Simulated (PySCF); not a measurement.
**Two-component Hartree-Fock for Tc+ (technetium, charge +1)**

Start: [Kr] 4d5 5s1; 4d5/2 filled at m_j = -3/2, -1/2, +1/2, +3/2, +5/2; 5s1/2 filled at m_j = +1/2. Calculated with PySCF 2.14 in x2c-TZVPall-2c (8s9p7d1f, 77 functions): generalised Hartree-Fock with the X2C-1e Hamiltonian and a Gaussian nucleus; one run each with spin-orbit coupling (SO) switched off, then screened by Boettger's factors. This is a chosen level, not necessarily the ground level.

```
spinor shell  electrons  ε, spin-free (eV)  ε, screened SO (eV)  weight of nominal j (screened SO)  rms radius, screened SO (bohr)
       1s1/2          2           -21167.2             -21166.0                              1.000                          0.0394
       2s1/2          2            -3103.8              -3103.5                              1.000                           0.162
       2p1/2          2            -2772.0              -2853.7                              1.000                           0.141
       2p3/2          4            -2772.0              -2733.8                              1.000                           0.145
       3s1/2          2            -580.09              -580.00                              1.000                           0.442
       3p1/2          2            -468.19              -482.40                              1.000                           0.439
       3p3/2          4            -468.19              -461.52                              1.000                           0.450
       3d3/2          4            -287.25              -289.75                              0.964                           0.433
       3d5/2          6            -287.25              -285.50                              0.976                           0.437
       4s1/2          2            -97.087              -97.069                              1.000                            1.13
       4p1/2          2            -63.515              -69.178                              0.654                            1.26
       4p3/2          4            -63.515              -60.745                              0.827                            1.26
       4d5/2          5            -21.497              -21.493                              0.578                            1.78
       5s1/2          1            -14.443              -14.442                              1.000                            3.27
```

```tsv
quantity	spin-free	screened SO
E (hartree)	-4282.57021	-4283.12425
M_J	3	3
⟨J²⟩	12.002	12.002
⟨L²⟩	0.000	0.017
⟨S²⟩	12.002	11.990
```

Each row is a mean over spinors that exchange with the open shell spreads, by up to 9.697 eV (4p3/2).

Rows whose weight is well below 1 are mixtures of j = l ± 1/2: exchange outweighs spin-orbit coupling there, and the label is only the starting occupation.

Breit and QED terms are absent; they matter most for the inner s and p1/2 levels.

Densities and radii are taken from the X2C orbitals without a picture-change correction, which distorts them close to the nucleus.

Without spin-orbit coupling the j labels of p, d and f shells carry no meaning; the spin-free column gives the mean over the occupied spinors of each nl shell.
